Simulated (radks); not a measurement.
Tm XXII, 48 electrons, occupied as [Kr] 4d10 4f2.

All-electron calculation, scalar-relativistic Kohn-Sham, r2SCAN, spin-polarised, spherical densities, finite nucleus; open shells are filled with parallel spins first (spin-orbit coupling, left out, can overturn this in heavy ions); meta-GGA in the generalised Kohn-Sham scheme; Fermi nuclear charge, rms radius 5.2256 fm. Program: a radial shooting solver on a logarithmic mesh with Libxc functionals.

Energy parts (hartree):
| part | energy |
|---|---|
| total | -13397.6840 |
| kinetic | 14575.9161 |
| electron-nucleus | -31837.9923 |
| Hartree | 4127.3016 |
| exchange-correlation | -262.9095 |

Orbitals (lengths in bohr, moments of r in powers of bohr; <r^-3> diverges for s and p1/2; r(90%) holds 90 % of the orbital's charge):
orbital  occ.  eigenvalue (hartree)  <r^-3>       <r^4>  r(90%)
1s down     1             -2203.240       -   8.090e-07  0.0363
1s up       1             -2203.240       -   8.090e-07  0.0363
2s up       1             -390.8758       -   0.0001251   0.132
2s down     1             -390.8753       -   0.0001251   0.132
2p up       3             -347.5480   15120  0.00009575   0.123
2p down     3             -347.5474   15120  0.00009574   0.123
3s up       1             -105.4268       -    0.004640   0.323
3s down     1             -105.3440       -    0.004629   0.323
3p up       3             -92.24089    3300    0.004908   0.328
3p down     3             -92.15796    3305    0.004895   0.328
3d up       5             -75.96031   433.2    0.003838   0.310
3d down     5             -75.89638   433.9    0.003823   0.309
4s up       1             -37.36513       -     0.09402   0.682
4s down     1             -37.22189       -     0.09439   0.683
4p up       3             -32.79337   840.4      0.1148   0.718
4p down     3             -32.65418   837.2      0.1153   0.719
4d up       5             -26.72787   101.1      0.1411   0.760
4d down     5             -26.58705   100.7      0.1418   0.761
4f up       2             -20.06300   20.95      0.1607   0.791
4f down     0             -19.90619   20.91      0.1623   0.793
5s up       0             -17.86253       -       1.159    1.27
5s down     0             -17.75773       -       1.169    1.27
5p up       0             -16.11525   273.4       1.477    1.35
5p down     0             -16.01146   272.4       1.495    1.36

The highest occupied level is 4f up at -545.94 eV. For comparison, the ionisation energy in NIST's Atomic Spectra Database is 570 eV (theoretical). In exact Kohn-Sham theory the highest level is minus the ionisation energy, but local and semilocal functionals leave it too shallow, through self-interaction and a potential that decays too fast; potentials with the right tail come closer. The spin density at the nucleus is -6.70 e/bohr^3 (1s 0.04, 2s -0.78, 3s -16.65, 4s 10.69).
